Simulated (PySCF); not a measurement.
Se(Cl)(SeH) (ClHSe2), SMILES Cl[Se][SeH].

Coordinates come from a r2SCAN-D4/def2-SVP optimisation. The values are those of a single conformer.

Calculation: M06-2X/def2-TZVPD (PySCF).

The total energy comes out as -5263.97274 hartree. The highest occupied level is -8.33 eV. The lowest empty level comes out as -1.79 eV, the orbital gap is 6.54 eV and the dipole moment comes out as 1.94 D. The quadrupole, principal values (traceless, Buckingham form, about the centre of nuclear charge) is -3.48, -0.74, 4.22 D·Å. The mean static polarisability is 75.0 bohr³ (11.12 Å³) and the polarisability, principal values is 55.8, 66.9, 102.3 bohr³.
